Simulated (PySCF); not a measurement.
## C₆ coefficients of unlike pairs at MN15

Calculated with PySCF 2.14 from the dipole response of each species, C₆(A,B) = (3/π) ∫ α_A(iu) α_B(iu) du, in atomic units, from isotropic polarisabilities. For ions this is the dispersion term alone; charge-induced terms of lower order in 1/R come first.

```
species           configuration                                                                 basis      relativity  α (bohr³)  C₆ (like pair)
    Ag⁺          [Kr] 4d10 (1S)  def2-TZVPPD with the def2 core potential (28 electrons) (6s4p3d2f1g)  core potential      7.894           36.89
   Nb²⁺           [Kr] 4d3 (4F)                               aug-cc-pVDZ-PP with ECP28MDF (5s5p4d2f)  core potential      11.88           61.69
     Hf  [Xe] 4f14 5d2 6s2 (3F)                               aug-cc-pVDZ-PP with ECP60MDF (5s5p4d2f)  core potential      92.11            1164
    Cl⁺       [Ne] 3s2 3p4 (3P)                                               aug-cc-pVDZ-DK (5s4p2d)   spin-free X2C      8.324           38.67
```

Task: Estimate C₆ for Cl⁺ with Hf.

Result: The integral gives 180.9. The combination rule 2 C_A C_B / (C_A α_B/α_A + C_B α_A/α_B) gives 168.9 and the geometric mean 212.2.

No spin-orbit coupling is included.

The other pairs:

```json
{"pair": "Hf, Nb²⁺", "C₆": "236.1"}
{"pair": "Nb²⁺, Ag⁺", "C₆": "46.91"}
{"pair": "Cl⁺, Nb²⁺", "C₆": "48.62"}
{"pair": "Hf, Ag⁺", "C₆": "168.5"}
{"pair": "Cl⁺, Ag⁺", "C₆": "36.82"}
```
